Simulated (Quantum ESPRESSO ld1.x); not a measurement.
Values are calculated unless marked as measured or tabulated.
Input file for ld1.x (Quantum ESPRESSO 7.5):

```
 &input
    zed=40.0,
    iswitch=1,
    rel=0,
    lsd=1,
    dft='SLA-NOC',
    config='[Ar] 3d10 4s1.5 4p6 4d2.5',
    verbosity='high',
    prefix='ld1',
    max_out_wfc=37,
    file_charge='ld1.rho',
 /
```

Command: `OMP_NUM_THREADS=1 ld1.x < ld1.in > ld1.out`

Output (excerpt):

```
     Program LD1 v.7.5 starts

     --------------------------- All-electron run ----------------------------

     atomic number is 40.00
     dft =SLA-NOC   lsd =1 sic =0 latt =0  beta=0.20 tr2=1.0E-14
     Exchange-correlation= SLA-NOC
                           (   1   0   0   0   0   0   0)
     mesh =1913 r(mesh) = 100.19523 a.u. xmin = -7.00 dx = 0.00800
     1 Ry =  13.60569312 eV

     n l     nl                  e(Ry)          e(Ha)          e(eV)
     1 0     1S 1( 1.00)   -1279.628364892    -639.814182446 -17410.2308442
     2 0     2S 1( 1.00)    -175.537797006     -87.768898503  -2388.3133975
     2 1     2P 1( 3.00)    -161.080320315     -80.540160157  -2191.6094064
     3 0     3S 1( 1.00)     -29.543091467     -14.771545734   -401.9542364
     3 1     3P 1( 3.00)     -24.111625368     -12.055812684   -328.0553754
     3 2     3D 1( 5.00)     -14.173319197      -7.086659598   -192.8378315
     4 0     4S 1( 1.00)      -4.948378143      -2.474189072    -67.3261145
     4 1     4P 1( 3.00)      -3.477274971      -1.738637485    -47.3107362
     4 2     4D 1( 2.50)      -1.338240265      -0.669120133    -18.2076864
     1 0     1S 2( 1.00)   -1279.621293255    -639.810646627 -17410.1346297
     2 0     2S 2( 1.00)    -175.514873398     -87.757436699  -2388.0015060
     2 1     2P 2( 3.00)    -161.061804538     -80.530902269  -2191.3574864
     3 0     3S 2( 1.00)     -29.520385815     -14.760192907   -401.6453103
     3 1     3P 2( 3.00)     -24.087180235     -12.043590117   -327.7227825
     3 2     3D 2( 5.00)     -14.143168152      -7.071584076   -192.4276057
     4 0     4S 2( 0.50)      -4.777238256      -2.388619128    -64.9976377
     4 1     4P 2( 3.00)      -3.295907911      -1.647953955    -44.8431116
     4 2     4D 2( 0.00)      -1.141919673      -0.570959837    -15.5366086

     final scf error:  7.0E-15 reached in  23 iterations

     Etot =   -7063.158142 Ry,   -3531.579071 Ha,  -96099.162164 eV
     Total magnetization:    3.00 Bohr mag.

     Ekin =    7063.158153 Ry,    3531.579076 Ha,   96099.162305 eV
     Encl =  -16797.576975 Ry,   -8398.788487 Ha, -228542.677526 eV
     Eh   =    2879.647103 Ry,    1439.823551 Ha,   39179.594786 eV
     Exc  =    -208.386423 Ry,    -104.193212 Ha,   -2835.241729 eV

     normalization and overlap integrals

     s(1S/1S) =  1.000000  <r> =   0.0382  <r2> =    0.0020  r(max) =   0.0252
     s(2S/2S) =  1.000000  <r> =   0.1676  <r2> =    0.0330  r(max) =   0.1419
     s(2P/2P) =  1.000000  <r> =   0.1438  <r2> =    0.0252  r(max) =   0.1116
     s(3S/3S) =  1.000000  <r> =   0.4712  <r2> =    0.2544  r(max) =   0.4177
     s(3P/3P) =  1.000000  <r> =   0.4679  <r2> =    0.2550  r(max) =   0.4078
     s(3D/3D) =  1.000000  <r> =   0.4520  <r2> =    0.2470  r(max) =   0.3475
     s(4S/4S) =  1.000000  <r> =   1.2359  <r2> =    1.7322  r(max) =   1.0998
     s(4P/4P) =  1.000000  <r> =   1.3683  <r2> =    2.1456  r(max) =   1.1819
     s(4D/4D) =  1.000000  <r> =   1.9587  <r2> =    4.5529  r(max) =   1.5390
     s(1S/1S) =  1.000000  <r> =   0.0382  <r2> =    0.0020  r(max) =   0.0252
     s(2S/2S) =  1.000000  <r> =   0.1676  <r2> =    0.0330  r(max) =   0.1419
     s(2P/2P) =  1.000000  <r> =   0.1438  <r2> =    0.0252  r(max) =   0.1116
     s(3S/3S) =  1.000000  <r> =   0.4710  <r2> =    0.2542  r(max) =   0.4211
     s(3P/3P) =  1.000000  <r> =   0.4677  <r2> =    0.2547  r(max) =   0.4078
     s(3D/3D) =  1.000000  <r> =   0.4515  <r2> =    0.2462  r(max) =   0.3475
     s(4S/4S) =  1.000000  <r> =   1.2299  <r2> =    1.7156  r(max) =   1.0910
     s(4P/4P) =  1.000000  <r> =   1.3605  <r2> =    2.1224  r(max) =   1.1819
     s(4D/4D) =  1.000000  <r> =   1.9732  <r2> =    4.6594  r(max) =   1.5267

     ------------------------ End of All-electron run ------------------------
```

Run on one thread of a shared host, so times are rough (Intel(R) Xeon(R) Processor @ 2.60GHz): 0.61 s of CPU time, 0.67 s wall, 23 iterations on 1913 mesh points.
